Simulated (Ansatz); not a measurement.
Basis-set extrapolation for C3H10SSi (`CC[SiH2]SC`) (PBE0-D4/def2-TZVP geometry, frozen core, Ansatz 0.2.0). Multiplicity 1, RHF reference.

|  | def2-TZVPP | def2-QZVPP |
| --- | --- | --- |
| HF | -805.989172 | -806.015185 |
| MP2 correlation | -0.838039 | -0.896840 |
| CCSD(T) correlation | -0.944102 | not run |

Energies in hartree. Use E(X) = E(∞) + A·exp(−7.88·√X) for Hartree–Fock and E(X) = E(∞) + B·X^(−2.97) for correlation, with X = 3 and 4, and add CCSD(T) minus MP2 of the smaller set to the MP2 limit.

Problem. What is the CCSD(T) energy at the basis-set limit?

Solution. HF limit: -806.015185 + (-0.026013) × 0.13774 = -806.01877. MP2 limit: -0.896840 + (-0.058801) × 0.74074 = -0.94040. Higher-order term: -0.944102 − (-0.838039) = -0.10606. Total: -807.06523 hartree, 346.5 kJ/mol below CCSD(T)/def2-TZVPP.
